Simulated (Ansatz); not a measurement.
Consider the redistribution: `[SiH3][CH2][GeH2][SH]` + `P[O][SbH2]` → `[PH2][GeH2][SH]` + `[SiH3]C[O][SbH2]`.

Gas-phase electronic energies from Ansatz, PBE0-D4/def2-TZVP geometries. CBS: MP2 limit from def2 TZ/QZ plus the TZ coupled-cluster correction, frozen cores. DFT in def2-TZVPP. Elements past krypton have def2 core potentials. For Ge, Sb outer-core shells are correlated without core-valence functions, which leaves a few kJ/mol of doubt a bond. Scalar relativity is left out up to krypton. One conformer a species, not always the lowest.

```json
{"level": "ωB97M-V", "ΔE (kJ/mol)": "73.8"}
{"level": "r2SCAN", "ΔE (kJ/mol)": "63.3"}
{"level": "HF/def2-TZVPP", "ΔE (kJ/mol)": "82.1"}
{"level": "MP2/def2-TZVPP", "ΔE (kJ/mol)": "80.4"}
```

(1) What does CCSD(T)/CBS give? (An estimate is asked.)

Largest T1 diagnostic among the species: 0.015.

Answers

(1) The calculation gave: +75.5 kJ/mol. The listed levels differ from it by -1.7, -12.2, 6.6, 4.9 kJ/mol.

From PBE to PBE0 (25 % exact exchange), in def2-TZVPP and without D4, ΔE moves by +8.3 kJ/mol.
